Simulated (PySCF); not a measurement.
**Correlation energy of Pm (promethium, neutral)**

Starting occupation: [Xe] 4f5 6s2, 4f5/2 with m_j = -3/2, -1/2, +1/2, +3/2, +5/2. Calculation: PySCF 2.14, in x2c-QZVPPall-2c; X2C-1e with screened-nucleus spin-orbit coupling, Gaussian nucleus. Frozen: [Ar] 3d10; 33 electrons correlated; the 40 highest virtual spinors left out.

MP2 pair energies summed by pair of shells (mhartree):

```csv
pair,energy,share (%)
4d-4f,-253.68,17.1
4d-4d,-246.79,16.7
4f-5p,-145.26,9.8
5p-5p,-132.38,8.9
4d-5p,-129.67,8.7
4d-4p,-128.81,8.7
4f-4f,-75.06,5.1
4f-4p,-51.78,3.5
5p-5s,-41.60,2.8
4d-5s,-40.60,2.7
4p-4p,-33.24,2.2
4f-5s,-32.58,2.2
5p-6s,-32.38,2.2
4d-4s,-29.45,2.0
4p-5p,-18.42,1.2
6s-6s,-17.94,1.2
4p-4s,-17.31,1.2
4f-4s,-11.64,0.8
4f-6s,-10.88,0.7
4p-5s,-9.84,0.7
5s-5s,-7.22,0.5
4d-6s,-5.28,0.4
4s-5p,-3.27,0.2
4s-4s,-2.97,0.2
5s-6s,-1.86,0.1
4s-5s,-1.43,0.1
4p-6s,-0.70,0.0
4s-6s,-0.10,0.0
```

Total MP2 correlation energy: -1482.1 mhartree.

The GHF reference relaxed away from the jj start to a determinant that is no pure jj level (⟨S²⟩ = 8.71, ⟨J²⟩ = 13.18); the energies belong to that determinant.

This basis was not built for core-valence correlation, so the inner-shell part is incomplete.
